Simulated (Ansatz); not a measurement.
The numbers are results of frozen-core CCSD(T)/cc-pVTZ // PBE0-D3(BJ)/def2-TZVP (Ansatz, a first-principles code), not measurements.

Ansatz 0.2 input:
```yaml
crystal:
  periodic: [false, false, false]
  atoms:
    - { symbol: O, position_ang: [-0.742378, -0.978265, -0.03697] }
    - { symbol: B, position_ang: [0.357195, -0.187215, -0.00681] }
    - { symbol: O, position_ang: [0.38327, 1.166466, 0.044156] }
    - { symbol: Br, position_ang: [2.06157, -1.080479, -0.041008] }
    - { symbol: H, position_ang: [-1.584957, -0.517955, -0.019691] }
    - { symbol: H, position_ang: [-0.4747, 1.597449, 0.060324] }
basis:
  gaussian: { orbitals: cc-pVTZ }
correlation:
  method: ccsd_t
```

Output:

```
Functional definition: HF
997 factors; integrals over basis functions are off by at most 1.4e-3 eV
mean field evaluation 1: about -74780.4312 eV, gradient 4.3e1 eV
mean field evaluation 2: about -74780.5783 eV, gradient 4.3e1 eV
mean field evaluation 4: about -74783.8967 eV, gradient 2.6e0 eV
mean field evaluation 8: about -74783.9287 eV, gradient 1.8e-1 eV
mean field evaluation 16: about -74782.7715 eV, gradient 2.5e1 eV
mean field -74783.92887168 eV, -2748.2586956667 hartree, gradient 2.5e-6 eV, S^2 0.000000; 0 other end points of the search recorded, 0 dependent functions left out
12 core orbitals not correlated
reference -74783.92887168 eV, -2748.2586956667 hartree; 17, 17 occupied and 132, 132 virtual orbitals, 997 factors
second order -21.79811660 eV of doubles, -0.00000000 eV of singles
cycle   1  -21.64287901 eV  change    1.6e-1 eV  update   9.0e-2
cycle   2  -22.09658106 eV  change   -4.5e-1 eV  update   2.4e-2
cycle   3  -22.18715526 eV  change   -9.1e-2 eV  update   1.3e-2
cycle   4  -22.17040829 eV  change    1.7e-2 eV  update   2.9e-3
cycle   5  -22.17097178 eV  change   -5.6e-4 eV  update   1.2e-3
cycle   6  -22.17116600 eV  change   -1.9e-4 eV  update   2.8e-4
cycle   7  -22.17091569 eV  change    2.5e-4 eV  update   9.6e-5
cycle   8  -22.17090194 eV  change    1.4e-5 eV  update   2.5e-5
perturbative correction -0.83466876 eV, -0.0306735110 hartree
Total energy: -74806.93444237 eV, -2749.1041347959 hartree
```

Cost: very roughly 110 core-seconds.
